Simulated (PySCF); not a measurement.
PySCF job for N,N-disilylmethanamine (CH9NSi2), SMILES CN([SiH3])[SiH3], PBE/pcSseg-1. Geometry: ωB97X-D3(BJ)/def2-SVP.

```python
import numpy as np
from pyscf import gto, scf, dft
from pyscf.prop.nmr import rks as nmr

mol = gto.M(
    atom='''
    Si    0.00551563    0.51597043   -1.54449895
    N    -0.06484112   -0.28578389    0.00000000
    C     0.01578932   -1.74842509   -0.00000000
    Si    0.00551563    0.51597043    1.54449895
    H    -1.05401262   -0.03025072   -2.44652831
    H     1.31696912    0.30654732   -2.23563127
    H    -0.20152035    1.97446977   -1.33077539
    H    -0.48853709   -2.17097460   -0.88607769
    H    -0.48853709   -2.17097461    0.88607767
    H     1.05891629   -2.11571776   -0.00000001
    H    -1.05401262   -0.03025073    2.44652830
    H    -0.20152035    1.97446977    1.33077539
    H     1.31696913    0.30654731    2.23563128
    ''',
    basis='pcSseg-1',
    charge=0,
    spin=0,
    max_memory=1600,
    verbose=3,
)
mf = dft.RKS(mol, xc='pbe')
mf.grids.level = 3
mf.conv_tol = 1e-10
mf.max_cycle = 100
mf.kernel()
n = nmr.NMR(mf)
n.verbose = 2
n.max_cycle_cphf = 60
sigma = n.kernel()
print('atom   isotropic/ppm   span/ppm')
for i, s in enumerate(sigma):
    w = np.linalg.eigvalsh((s + s.T) / 2)
    print(f'{mol.atom_symbol(i):2s}{i + 1:3d} {w.mean():14.3f} {w[2] - w[0]:11.3f}')
```

Log of the run:

```
converged SCF energy = -676.802215471548
atom   isotropic/ppm   span/ppm
Si  1        378.044     151.806
N   2        260.408      41.952
C   3        142.053      66.420
Si  4        378.044     151.806
H   5         26.457       8.576
H   6         26.375       8.961
H   7         26.333       7.775
H   8         28.550      10.427
H   9         28.550      10.427
H  10         28.352      10.908
H  11         26.457       8.576
H  12         26.333       7.775
H  13         26.375       8.961
```

The run converged.
